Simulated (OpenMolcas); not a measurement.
Co3+ (d6) among equal point charges was computed by CASSCF with the d shell active (OpenMolcas, ANO-RCC-VTZP on the metal). Its lowest spin-free states, and all those of the highest spin:

```csv
2S+1,Degeneracy,E (cm-1)
5,1,0.0
5,2,3349
5,2,13725
3,1,27411
3,1,27414
3,2,27914
3,2,28770
3,2,29156
3,2,30712
3,1,30855
3,2,31128
3,2,31568
```

Question: Is the site octahedral, tetrahedral or cube-like, axial, or of lower symmetry?

Answer: The states with 2S+1 = 5 have orbital degeneracies 1, 2, 2. There are pairs but no triples, so the site is axial: not cubic, but with a proper or improper axis of order three or more. The run had Co3+ among 3 point charges of -3 e arranged as a planar triangle (D3h), 1.97 Å from the ion.

Without dynamic correlation the repulsion within the d shell is too large (B by tens of per cent), so at a given field states of lower spin stand too high. Point charges give a weaker field than real ligands, and real ions of this kind are often low spin; the high spin found here belongs to the model. This is an electrostatic model: the charges have no orbitals. No measured value stands beside these numbers.
